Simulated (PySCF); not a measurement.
C₃H₆FNSi, SMILES F[Si@H]1C=CCN1.

Geometry: PBE-D3(BJ)/def2-SVP. The structure was generated by enumeration; whether it is a known compound was not checked. The values are those of a single conformer.

The numbers are results of PBE-D3(BJ)/def2-SVP in PySCF, not measurements.

Frequencies are harmonic and unscaled.

```tsv
mode	ν (cm⁻¹)	IR (km/mol)	moving atoms (share of kinetic energy)
1	131	4.2	F 31 %, C 25 %, N 22 %, H 17 %
2	193	11.4	F 37 %, H 28 %, C 19 %, Si 13 %
3	301	28.8	N 34 %, F 22 %, H 18 %, C 14 %, Si 12 %
4	352	61.6	H 87 %, C 8 %
5	390	3.3	C 53 %, H 23 %, F 12 %
6	505	28.8	Si 45 %, C 29 %, N 14 %, H 9 %
7	636	43.3	H 83 %, C 15 %
8	665	12.5	C 61 %, Si 18 %, N 11 %, H 10 %
9	673	27.4	H 79 %, C 16 %
10	761	25.0	C 29 %, N 25 %, F 20 %, H 14 %, Si 13 %
11	845	18.5	H 46 %, F 26 %, Si 16 %, C 11 %
12	852	94.1	H 42 %, N 21 %, Si 21 %, C 16 %
13	896	62.3	H 47 %, C 32 %, Si 13 %
14	911	143.4	H 33 %, C 27 %, Si 22 %, N 10 %
15	942	3.3	H 78 %, C 21 %
16	970	2.3	H 59 %, C 40 %
17	1045	41.0	H 76 %, C 12 %, N 11 %
18	1102	0.1	H 80 %, C 12 %
19	1154	2.2	H 93 %
20	1239	89.8	C 39 %, H 35 %, N 26 %
21	1274	10.1	H 68 %, C 31 %
22	1352	14.7	H 56 %, C 32 %, N 12 %
23	1410	7.5	H 91 %
24	1589	35.7	C 93 %
25	2192	164.6	H 97 %
26	2895	55.8	H 94 %
27	2921	27.4	H 91 %, C 9 %
28	3089	12.1	H 92 %, C 8 %
29	3143	2.3	H 91 %, C 9 %
30	3584	35.1	H 93 %
```
